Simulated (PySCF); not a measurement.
**Two-component Hartree-Fock for As³⁺ (arsenic, charge +3)**

Start: [Ar] 3d10 4s1 4p1; 4s1/2 filled at m_j = +1/2; 4p3/2 filled at m_j = +3/2. Calculated with PySCF 2.14 in x2c-TZVPall-2c (6s7p4d1f, 54 functions): generalised Hartree-Fock with the X2C-1e Hamiltonian and a Gaussian nucleus; one run each with spin-orbit coupling (SO) switched off, then screened by Boettger's factors. This is a chosen level, not necessarily the ground level.

```
spinor shell  electrons  ε, spin-free (eV)  ε, screened SO (eV)  weight of nominal j (screened SO)  rms radius, screened SO (bohr)
       1s1/2          2           -11981.5             -11981.3                              1.000                          0.0524
       2s1/2          2            -1608.5              -1608.5                              1.000                           0.219
       2p1/2          2            -1410.1              -1435.1                              1.000                           0.194
       2p3/2          4            -1410.1              -1398.0                              1.000                           0.197
       3s1/2          2            -261.14              -261.17                              1.000                           0.639
       3p1/2          2            -197.51              -201.11                              0.998                           0.659
       3p3/2          4            -197.51              -195.84                              0.999                           0.669
       3d3/2          4            -92.331              -92.855                              0.930                           0.740
       3d5/2          6            -92.331              -92.043                              0.953                           0.741
       4s1/2          1            -51.898              -51.910                              1.000                            1.88
       4p3/2          1            -39.651              -39.502                              1.000                            2.16
```

```
   quantity    spin-free  screened SO
E (hartree)  -2256.64244  -2256.73154
        M_J            2            2
       ⟨J²⟩        6.004        6.004
       ⟨L²⟩        2.003        2.005
       ⟨S²⟩        2.001        2.003
```

Each row is a mean over spinors that exchange with the open shell spreads, by up to 1.030 eV (3p3/2).

Without spin-orbit coupling the j labels of p, d and f shells carry no meaning; the spin-free column gives the mean over the occupied spinors of each nl shell.
